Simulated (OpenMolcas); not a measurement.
## N: from CASSCF to CASPT2

```yaml
Program: OpenMolcas
Basis: ANO-RCC-VQZP [5s4p3d2f1g]
Scalar_Hamiltonian: DKH2, point nucleus
Active_space: 5 electrons in 4 orbitals (2s 2p)
State_averaging: 2S+1 = 4 odd, 1 root; 2S+1 = 2 odd, 8 roots; 2S+1 = 4 even, 3 roots
Spin-orbit_coupling: state interaction with AMFI integrals over the reference wave functions, term energies averaged over their components
```

Methods on the same reference wave functions:
A. CASSCF
B. SS-CASPT2, IPEA 0.25 Eh, imaginary shift 0.1 Eh (closed shells correlated: 1s)

Energies in cm-1 above 2s2 2p3 4S* 3/2, the measured ground level; measured values from NIST Handbook of Basic Atomic Spectroscopic Data.

```csv
Level,A,B,Measured
2s2 2p3 4S* 3/2,0.0,0.0,0.0
2s2 2p3 2D* 3/2,22997,19300,19233
2s2 2p3 2D* 5/2,22998,19300,19224
2s2 2p3 2P* 3/2,30306,28690,28839
2s2 2p3 2P* 1/2,30308,28690,28839
2s 2p4 4P 5/2,90747,88380,88107
2s 2p4 4P 3/2,90809,88440,88151
2s 2p4 4P 1/2,90845,88480,88171
```

Deviations, from unrounded energies. A percentage is the sum of absolute deviations over the sum of measured energies, with the sign that they share, or ± where signs differ.

```json
{"Against measurement": "mean absolute deviation (cm-1)", "Levels": "7", "A": "2600", "B": "190"}
{"Against measurement": "other terms of the ground configuration (%)", "Levels": "4", "A": "+10.9", "B": "±0.5"}
{"Against measurement": "other configurations (%)", "Levels": "3", "A": "+3.0", "B": "+0.3"}
```

B lies closest to measurement on these levels. The largest miss of B in the table is 2s 2p4 4P 1/2, by +310 cm-1. The ranking rests on the paired levels alone, and a cruder setting can come out closer through cancelling errors.

From A to B the spin-free energies of the other terms of 2s2 2p3 shown, above 4S*, scale by factors of 0.84 to 0.95.

The lowest spin-free term lies below A's lowest term by 0.128 hartree in B.

Term energies are means over components that CASPT2 splits; among the terms shown or strongly mixed into the levels shown the widest spread is 180 cm-1 (2s2 2p3 2D*, B). Without dynamic correlation excited terms often stand tens of per cent too high (terms of higher spin than the ground term too low), and those without a measured partner can miss by more than the paired ones (holds for A). Computed and measured levels are paired by configuration, term and J; levels that our copy of the source lacks, or whose pairing is in doubt (as where it misses far off the trend of its configuration), stay unpaired and out of the deviations. Only configurations of the active space appear.

* marks odd parity.
